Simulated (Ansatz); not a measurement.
The lowest singlet and triplet of CH4Si (SMILES C[SiH]); geometries from B3LYP-D3(BJ)/def2-TZVP, each state relaxed from the structure named, with no frequency check.
Singlet at the triplet's geometry (charge 0, multiplicity 1):
```xyz
6

C     -1.11567    -0.34404     0.02056
Si     0.66692     0.29665    -0.02181
H     -1.29149    -1.03717    -0.80454
H     -1.81460     0.48721    -0.07606
H     -1.31598    -0.85196     0.96609
H      1.77925    -0.68688     0.09645
```

A positive gap puts the triplet lower; no zero-point energy. R- takes a restricted singlet. U- takes an unrestricted singlet (broken symmetry where lower, unprojected). The triplet is unrestricted in single-reference levels. Active spaces average the two states.

Correlated levels freeze the cores.

The values were computed with Ansatz (an electronic-structure program). Each number belongs to the level named beside it.

```tsv
level	gap E(singlet) − E(triplet), vertical, at the triplet's geometry (kJ/mol)
U-HF/cc-pV(T+d)Z (spin-contaminated)	-20.8
U-SVWN5/def2-TZVPP	-52.8
R-r2SCAN/def2-TZVPP	-16.9
U-CCSD(T)/cc-pV(D+d)Z (spin-contaminated)	-48.2
R-CCSD(T)/cc-pV(T+d)Z	-58.1
SA-CASSCF(2,2)/cc-pV(T+d)Z	-44.6
SC-NEVPT2 on SA-CASSCF(2,2)/cc-pV(T+d)Z	___
FIC-NEVPT4(SD) on SA-CASSCF(2,2)/cc-pV(T+d)Z	-59.3
FIC-MRCISD+Q on SA-CASSCF(2,2)/cc-pV(T+d)Z	-57.7
```

**Question.** What belongs in the gaps?

**Answer.** 
- SC-NEVPT2 on SA-CASSCF(2,2)/cc-pV(T+d)Z, gap E(singlet) − E(triplet), vertical, at the triplet's geometry (kJ/mol): -64.4

Doubts at one or more of the structures used: a restricted determinant that unrestricted orbitals would lower (R-r2SCAN/def2-TZVPP, R-CCSD(T)/cc-pV(T+d)Z); T1 above 0.05 (U-CCSD(T)/cc-pV(D+d)Z (spin-contaminated)).
